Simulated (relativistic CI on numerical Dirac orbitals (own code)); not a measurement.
As²⁷⁺: sensitivity of the levels to the model

Base calculation: Dirac-Coulomb-Breit CI, separate exchange-only KLI orbitals for each configuration, QED by a radiative potential, unscaled Slater integrals.

CI space (outside the closed core 1s2): 2s²2p², 2s2p³, 2p⁴, 2p³3s, 2p³3p, 2p³3d, 2s²2p3s, 2s²2p3p, 2s²2p3d, 2s2p²3s, 2s2p²3p, 2s2p²3d, 2s²2p4s, 2s²2p4p, 2s²2p4d, 2s²2p4f. Levels of other configurations are missing.

The lowest level and the first level of each name with at least 55 % of one term (blank where a level has no safe partner in the second run):

```
     Level  Base (cm⁻¹)  Shift (cm⁻¹)
2s²2p² ³P0            0             0
2s²2p² ³P1       256618         +5048
2s²2p² ¹S0       814585        -15463
2s2p³ ⁵S°2       909853        +36278
2s2p³ ³D°1      1260239         -4623
2s2p³ ³D°2      1309794         +6309
2s2p³ ³D°3      1404458         +5301
2s2p³ ³P°0      1557971         -9160
2s2p³ ³P°1      1590779         -9213
2s2p³ ³S°1      1759079        -34470
2s2p³ ¹D°2      1919683              
2s2p³ ¹P°1      2143496        -40719
   2p⁴ ³P2      2545470         -4863
   2p⁴ ³P0      2717463        -18045
```

At this charge energies of transitions that change n are usually good to better than 1 %, and those within a shell (Δn = 0) to a few per cent.

Question: One thing was changed in a second run, which moved the levels as shown. Which?
A. configuration mixing switched off
B. QED terms removed
C. valence Slater integrals scaled by 0.9
D. one mean potential for all configurations
E. Breit term removed

Answer: C. Valence Slater integrals scaled by 0.9. Scaling acts on the splittings between terms and on the mixing, and leaves the fine structure of pure LS terms nearly alone; in jj coupling it moves the levels of one term differently.

LS names give the leading component of a level, which can be under half, so a name can repeat, a term be missing and a line seem to break the LS rules.
